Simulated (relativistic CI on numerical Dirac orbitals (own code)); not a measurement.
**Mn⁺ in a cubic cluster: 2p photoemission with charge transfer**

Computed with a charge-transfer multiplet model of a cubic metal-ligand cluster with up to 3 ligand holes, Slater and spin-orbit integrals from Dirac-Coulomb-Breit ions, Slater integrals scaled by 0.8. The parameters are those of a tetrahedral site (10Dq negative, t2 hopping the larger). The ground state mixes d6 with configurations of k ligand holes L, whose averages lie at kΔ + k(k − 1)U_dd/2; a core hole lowers each added d electron by U_cd. 20 K, Lorentzian 0.6 eV and Gaussian 0.8 eV FWHM.

Atomic integrals in eV (Slater integrals scaled, ζ unscaled), ground: F2dd 7.203, F4dd 4.433, zeta_d 0.031; with the core hole: F2dd 8.873, F4dd 5.517, zeta_d 0.052, zeta_core 6.792, F2cd 5.084, G1cd 3.747, G3cd 2.127.

Cluster parameters (eV): Δ = 9.1, U_dd = 5.8, U_cd = 6.4, 10Dq = -0.15, 10Dq(ligand) = 0, final-state hopping factor = 1.

Weights, n_d and S are thermal averages at 20 K. Binding energies count from the first peak over 30 % of the highest in each spectrum, which can be another peak from case to case. The parameters are a model scan and need not match a compound or its usual spin state. Peaks in eV (height, largest 100): 0.0 (100), 3.1 (23), 8.1 (12), 11.1 (60).

(1) Which parameters give this spectrum?
A. V(eg) = 1.65 eV, V(t2g) = -2.8 eV
B. V(eg) = 2.25 eV, V(t2g) = -3.82 eV
C. V(eg) = 1.35 eV, V(t2g) = -2.29 eV

## Answers

(1) C. V(eg) = 1.35 eV, V(t2g) = -2.29 eV; the ground state then has 6.13 d electrons and S = 2.00. The choice follows from running the model for each set and comparing peak positions and heights.
